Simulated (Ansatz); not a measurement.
Reaction (formal exchange of groups at the Al–Se bond): `[AlH2][AlH][SeH]` + `CC` → `C[CH2][AlH][AlH2]` + H₂Se

Calculated with Ansatz (gas phase, PBE0-D4/def2-TZVP geometries, no zero-point term in ΔE). CCSD(T)/CBS adds triple-zeta CCSD(T) − MP2 to the extrapolated MP2 energy (def2 sets, frozen cores). This one scheme is used for every species. DFT in def2-TZVPP. HSE06 is defined as in plane-wave codes. For Se outer-core shells are correlated without core-valence functions, which leaves a few kJ/mol of doubt a bond. Scalar relativity is left out up to krypton. Each species was taken in one conformer, which may not be the lowest.

Q: Is it downhill or uphill in electronic energy at CCSD(T)/CBS, and by how much? (Best estimate.)

A: Ansatz gave: Uphill: ΔE = +152.4 kJ/mol.

Q: What do these levels give: PBE-D4, PBE0-D4, ωB97M-V, PBE, BLYP, HSE06, RPA@PBE/def2-TZVPP, CCSD/def2-SVP, CCSD(T)/def2-SVP, HF/def2-TZVPP, MP2/def2-TZVPP, HF/CBS(def2)? (Best estimate.)

A: Ansatz gave: PBE-D4 147.7, PBE0-D4 151.4, ωB97M-V 146.7, PBE 149.5, BLYP 148.6, HSE06 153.3, RPA@PBE/def2-TZVPP 143.7, CCSD/def2-SVP 150.2, CCSD(T)/def2-SVP 149.7, HF/def2-TZVPP 161.6, MP2/def2-TZVPP 153.7, HF/CBS(def2) 160.6 kJ/mol.

Largest T1 diagnostic among the species: 0.010.

From PBE to PBE0 (25 % exact exchange), in def2-TZVPP and without D4, ΔE moves by +3.6 kJ/mol. In def2-TZVPP, CCSD(T) changes the Hartree–Fock value by −12.4 kJ/mol (the triples alone add −0.6 kJ/mol) and MP2 by −7.9 kJ/mol.
